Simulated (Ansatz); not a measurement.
One change: `O[Si](O)(F)O[SiH3]` becomes `O[Si](O)(F)[SiH3]`.

Ansatz, PBE0-D4/def2-TZVP geometries, multiplicity 1. Each molecule was computed in one conformer, which needn't be the lowest.

```
                                                                                  property  `O[Si](O)(F)O[SiH3]`
ideal-gas entropy at 298 K and 1 bar (rigid rotor, harmonic PBE0-D4/def2-TZVP) / J/(mol·K)                   407
                                                       LUMO energy (B3LYP/def2-TZVPP) / eV                 -0.29
                                                        LUMO energy (PBE0/def2-TZVPP) / eV                  0.00
                                            zero-point energy (PBE0-D4/def2-TZVP) / kJ/mol                 164.0
                                            size of the dipole moment (PBE/def2-TZVPP) / D                  1.27
                                        size of the dipole moment (ωB97M-V/def2-TZVPP) / D                  1.28
```

(1) Give the same properties after the change, and the shifts. (An estimate is asked.)

Answers

(1) Computed: 
| property | `O[Si](O)(F)[SiH3]` | shift |
| --- | --- | --- |
| ideal-gas entropy at 298 K and 1 bar (rigid rotor, harmonic PBE0-D4/def2-TZVP) / J/(mol·K) | 368 | -39 |
| LUMO energy (B3LYP/def2-TZVPP) / eV | -0.07 | 0.22 |
| LUMO energy (PBE0/def2-TZVPP) / eV | 0.14 | 0.14 |
| zero-point energy (PBE0-D4/def2-TZVP) / kJ/mol | 148.9 | -15.1 |
| size of the dipole moment (PBE/def2-TZVPP) / D | 1.40 | 0.13 |
| size of the dipole moment (ωB97M-V/def2-TZVPP) / D | 1.40 | 0.12 |

With PBE0 the HOMO rises by 0.58 eV and the LUMO rises by 0.14 eV, so the gap narrows by about 0.44 eV. PBE moves the HOMO by 0.35 eV and ωB97M-V by 0.80 eV. The zero-point energy changes by -15.1 kJ/mol with -3 modes. Dipoles are sizes alone; their direction can turn. Modes under 60 cm⁻¹, often nearly free rotors, make the harmonic entropy too high.

B3LYP here is the variant with VWN-RPA as its local correlation; programs differ in this.
